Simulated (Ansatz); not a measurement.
Geometry optimisation, Ansatz 0.2.0, RHF/def2-SVP.

Input:

```yaml
crystal:
  periodic: [false, false, false]
  atoms:
    - { symbol: Ta, position_ang: [-0.597699, -0.510041, 0.330948] }
    - { symbol: F, position_ang: [2.457996, 0.112181, 0.080378] }
    - { symbol: Cl, position_ang: [-0.281686, -0.069641, 2.607908] }
    - { symbol: Cl, position_ang: [-0.381441, -1.337567, -1.846924] }
    - { symbol: Cl, position_ang: [-0.297633, 1.686552, -0.29877] }
    - { symbol: Cl, position_ang: [-2.793275, -1.105318, 0.542523] }
    - { symbol: P, position_ang: [0.847778, -2.519043, 0.87019] }
    - { symbol: H, position_ang: [1.728588, -2.693386, -0.213762] }
    - { symbol: H, position_ang: [1.778499, -2.114594, 1.846767] }
    - { symbol: H, position_ang: [2.695374, -0.717843, 0.36524] }
basis:
  gaussian: { orbitals: def2-SVP }
hamiltonian:
  xc: hf
relax:
  f_tol: 0.03
  max_steps: 50
output:
  orbitals: {}
```

Command:

```bash
$ ansatz run input.yaml --threads 4 --pin off --max-ram 5120MiB --backend cpu --events-out ev --progress --plain --runs-dir out
```

Task: Where does it end, and by what steps?

Result: The run converged. After 13 steps the energy has fallen by 0.090 eV; F2 moved furthest, 0.40 Å. Joined: Ta1–F2 (3.13 → 2.62 Å).

```csv
step,energy less start (eV),largest force component (eV/Å),accepted
0,0.0000,0.414,yes
1,-0.0225,1.587,yes
2,0.0122,2.195,no
3,-0.0473,1.061,yes
4,-0.0516,1.200,yes
5,-0.0755,0.112,yes
6,-0.0770,0.074,yes
7,-0.0782,0.044,yes
8,-0.0792,0.040,yes
9,-0.0825,0.171,yes
10,-0.0859,0.194,yes
11,-0.0893,0.106,yes
12,-0.0892,0.081,no
13,-0.0904,0.016,yes
```

```xyz
10
Properties=species:S:1:pos:R:3
Ta -0.462 -0.486 0.322
F 2.062 0.158 0.093
Cl -0.119 -0.028 2.597
Cl -0.208 -1.292 -1.865
Cl -0.342 1.754 -0.314
Cl -2.668 -1.031 0.520
P 0.788 -2.663 0.912
H 1.684 -2.897 -0.147
H 1.722 -2.317 1.905
H 2.699 -0.466 0.263
```

Whether the end is a true minimum wasn't checked by a vibrational analysis.

The run took 40 s on 4 threads of Arm Neoverse V1, on a shared host, peak memory 0.51 GiB.
